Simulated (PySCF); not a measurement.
2-chlorosilylethanol (C2H7ClOSi), SMILES OCC[SiH2]Cl. The structure is a stationary point at B3LYP-D3(BJ)/def2-SVP. Other conformers were not sampled.

### Question
Give the equilibrium geometry at B3LYP-D3(BJ)/def2-SVP (PySCF confirms it by a frequency run) as Cartesian coordinates in Å. (Estimate from the structure and the level; the computed values follow.)

### Answer
This is not unique; one that fits is 
```xyz
12

O     -2.3881     0.4520     1.0527
C     -2.2358    -0.2849    -0.1516
C     -0.8875    -0.0050    -0.8166
Si     0.4918     0.0237     0.4750
Cl     2.3172    -0.1488    -0.5349
H     -2.4322     1.3920     0.8300
H     -2.2934    -1.3450     0.1421
H     -3.0757    -0.0989    -0.8489
H     -0.6540    -0.7652    -1.5810
H     -0.8932     0.9682    -1.3401
H      0.3736    -1.1319     1.4012
H      0.5438     1.3020     1.2288
```
